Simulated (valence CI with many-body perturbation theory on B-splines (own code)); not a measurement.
Questions on Nd³⁷⁺

Computed by valence CI with perturbative core correlation (CI+MBPT): five valence electrons over a frozen Dirac-Fock core [Ar], radial functions for each j: 7 s, 7 p, 8 d, 6 f, 4 g, 1 h, with the one-electron correlation potential Σ1 (screened to all orders), the two-electron term Σ2, the three-electron term Σ3, Breit, model QED; selected single and double excitations, second order for the rest (own B-spline code, finite nucleus).

The last digits are not significant, and no measured levels were compared; by estimate large intervals hold to a few tenths of a per cent, small ones and those within an open d or f shell to about a per cent. Only levels of the ground parity were solved; by the run's estimate the other parity begins above the list, which can be wrong where configurations are misplaced.

Levels are named by their leading jj configuration (3d3/2^4 stands for four electrons in 3d with j = 3/2), which in mixed levels can hold well under half, so a name can repeat and another be missing.

Rates and lifetimes use the calculated energies. Strong lines usually hold to 10 to 20 %, long lifetimes can be off by a factor of two.

Q: What is the ground level?

A: (3d3/2^4 3d5/2) J=5/2, composition 31 % 3d⁵ ⁴P + 28 % 3d⁵ ⁶S + 17 % 3d⁵ ²D, g = 1.495.

Q: How well does LS coupling describe the low levels?

A: Among the lowest 20 levels the leading LS term, summed over configurations, holds 49 % on average. For single configurations the figures are 49 % in LS and 89 % in jj coupling. Terms mix most in the J = 5/2 level at 0.00 eV, where the leading one holds 31 %.

Q: What is the ionisation energy?

A: 2626.7 eV; NIST lists 2627 ± 4 eV (theoretical).
